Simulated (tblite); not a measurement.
sulfolane (C4H8O2S), singlet, geometry from GFN2-xTB; GFN1-xTB (tblite).

tblite was given this input:
```
$ tblite run mol.xyz --method gfn1 --charge 0 --spin 0 --efield 0,0,0.1 --json tblite.json --no-restart

# file mol.xyz
15

O      1.59952733     0.87545052    -0.67687010
S      0.60214094     0.39875339     0.24138734
O      0.78650253     0.70464053     1.63338603
C     -1.06639478     0.92788654    -0.29957718
C     -1.60702172    -0.31440064    -0.97277248
C     -1.15076282    -1.51187602    -0.13277313
C      0.35103521    -1.40161625     0.01280255
H     -1.61765612     1.19700565     0.59605374
H     -0.96068093     1.78115244    -0.95933744
H     -2.69436558    -0.28881279    -1.05393113
H     -1.18825946    -0.39722459    -1.97751409
H     -1.44273338    -2.45088175    -0.60455652
H     -1.61813355    -1.46124186     0.85248222
H      0.75341325    -1.91841049     0.87624760
H      0.88478642    -1.68233103    -0.88984786
```

**Question.** Write the output that tblite gives for this input, abridged.

**Answer.** 
```
xTB calculator
 | screened Coulomb repulsion
 | Coulomb electrostatics
 |  * isotropic Klopman-Ohno-Mataga-Nishimoto electrostatics
 |  * onsite third-order electrostatics
 | DFT-D3(BJ) dispersion correction
 | Interactions (1)
 | [1] electric field

halogen bonding energy    0.0000000000000E+00 Eh
repulsion energy          2.4361473460163E-01 Eh
dispersion energy        -6.7428223605247E-03 Eh
interaction energy        0.0000000000000E+00 Eh
number of electrons       4.2000000000000E+01 e
integral cutoff           1.9731147476801E+01 bohr

------------------------------------------------------------
  cycle        total energy    energy error   density error
------------------------------------------------------------
      1     -25.13093375949  -2.5367806E+01   4.3508662E-01
      2     -25.33606411622  -2.0513036E-01   2.7121032E-01
      3     -25.21085829569   1.2520582E-01   2.2960656E-01
      4     -25.79866253663  -5.8780424E-01   2.3553591E-02
      5     -25.80287963352  -4.2170969E-03   9.6817883E-03
      6     -25.80289488618  -1.5252657E-05   2.4530448E-03
      7     -25.80290513643  -1.0250251E-05   6.0987804E-04
      8     -25.80290807833  -2.9418992E-06   7.2393017E-05
      9     -25.80290811006  -3.1725776E-08   1.1503748E-05
------------------------------------------------------------

electronic energy        -2.6039780022297E+01 Eh
total energy             -2.5802908110056E+01 Eh

Post processing:
 | Mayer-Wiberg bond orders

[Info] JSON dump of results written to 'tblite.json'
```
